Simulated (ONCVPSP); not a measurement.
**Pseudopotential generation for W (Z = 74): ONCV, PBE, scalar-relativistic.**

* Element: W
* Generator: ONCVPSP 4.0.1
* Type: optimised norm-conserving Vanderbilt (ONCV)
* Functional: PBE
* Relativity: scalar-relativistic
* Frozen core: [Kr] 4d10 4f14
* Valence charge: 14
* Reference configuration: 5s2 5p6 5d4 6s2
* Partial waves: 5s+6s: rc 1.70 bohr, ncon 4, nbas 8, qcut 9.2 1/bohr, 2 projectors; 5p: rc 1.40 bohr, ncon 4, nbas 9, qcut 6.7 1/bohr, 3 projectors, debl 2.6 Ha; 5d: rc 2.50 bohr, ncon 4, nbas 9, qcut 7.4 1/bohr, 3 projectors, debl 3.9 Ha; f scattering state at 0.28 Ha: rc 2.50 bohr, ncon 3, nbas 7, qcut 4.8 1/bohr, 2 projectors, debl 2 Ha
* Local potential: polynomial inside 1.05 bohr (lpopt 2, dvloc0 0 Ha)
* Core correction: none

All-electron outer shells of the reference configuration (PBE, scalar-relativistic, ld1.x):

```json
{"shell": "5s", "level (eV)": "-79.07", "outermost node (bohr)": "0.53", "outermost maximum (bohr)": "0.96"}
{"shell": "5p", "level (eV)": "-43.20", "outermost node (bohr)": "0.57", "outermost maximum (bohr)": "1.09"}
{"shell": "4f", "level (eV)": "-33.21", "outermost node (bohr)": "–", "outermost maximum (bohr)": "0.43"}
{"shell": "6s", "level (eV)": "-5.71", "outermost node (bohr)": "1.28", "outermost maximum (bohr)": "2.67"}
{"shell": "5d", "level (eV)": "-4.48", "outermost node (bohr)": "0.63", "outermost maximum (bohr)": "1.49"}
```

Results:

| Property | Result |
| --- | --- |
| Cutoffs needed | 25 Ha and 123 Ha (the cutoffs (Ha) at which the residual kinetic energy of the hardest occupied pseudo-wave falls to 1 and 0.1 mHa per electron) |
| Ghost test | no bound ghost flagged; GHOST(+) flagged for s at 291.6 eV |
| Largest excitation error | -2.0 meV (all-electron minus pseudo) for 5s2 5p6 5d4 6s1, out of 4 test configurations |

Generation and tests took about 6.9 s on one core of a shared server CPU.
